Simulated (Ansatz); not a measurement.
CH₄GaNOS. Charge 0, multiplicity 1. The bonds changed during the relaxation, so this is another structure than the one it started from.

Cartesian coordinates in Å:
```
N 0.1507 0.7137 -0.3873
C -1.2104 0.5732 0.2262
O -2.0652 1.3684 -0.0149
S -1.2340 -0.8491 1.2093
Ga 0.8347 -1.1919 0.1813
H 0.6443 1.4552 0.1053
H 0.0492 1.0162 -1.3537
H 0.7597 -2.1107 -1.0793
H 2.0710 -0.9751 1.1131
```

List the harmonic frequencies (cm⁻¹, unscaled) at PBE0-D4/def2-TZVP in Ansatz. (Best estimate.)

Ansatz gave: 37, 270, 300, 355, 457, 472, 509, 550, 622, 639, 690, 735, 977, 1098, 1148, 1590, 1823, 1988, 1995, 3479, 3560.

Is this a minimum?

Yes, all 21 modes are real.

Give the ideal-gas thermochemistry at 298.15 K and 1 bar (rigid rotor, harmonic oscillator; point group C1, symmetry number 1).

Zero-point energy 139.3 kJ/mol; H(298) − E = 158.7 kJ/mol; entropy 344.5 J/(mol·K), of which translation 171.2, rotation 115.3, vibration 58.0; G(298) − E = 56.0 kJ/mol. Modes under 100 cm⁻¹ are hindered rotations or soft bends, so the harmonic entropy is rough.
